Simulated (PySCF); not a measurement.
Noncovalent pair: HCl (SMILES Cl) (first 2 atoms) with Cl2 (SMILES ClCl); geometry from B3LYP-D3(BJ)/def2-TZVP, rigid monomers moved along the line of their centres of mass till Cl1···Cl4 is 2.88 Å.
(charge 0, multiplicity 1):
```xyz
4

Cl     0.42444    -0.56667    -0.33205
H      0.01093     0.62974    -0.54127
Cl    -0.14596     0.49892     4.41555
Cl     0.12015    -0.03088     2.48218
```

Counterpoise-corrected where a basis set is named; no monomer relaxation. Rows marked so take none.

Rows in 3-21G, 6-31G*, LANL2DZ carry no dispersion term and start afresh at each structure (6-31G* with six Cartesian d functions). LANL2DZ brings its own core potentials from Na on.

The values were computed with PySCF for 3-21G rows, 6-31G* rows, LANL2DZ rows. Each number belongs to the level named beside it.

Task: One of these levels gives 16.3 kJ/mol for the interaction energy. Name it.
A. B3LYP/3-21G (no counterpoise)
B. HF/6-31G*
C. B3LYP/6-31G*
D. B3LYP/LANL2DZ (no counterpoise)

Result: B, HF/6-31G*. The others give -7.4 (B3LYP/3-21G (no counterpoise)), 3.1 (B3LYP/6-31G*), 1.0 (B3LYP/LANL2DZ (no counterpoise))
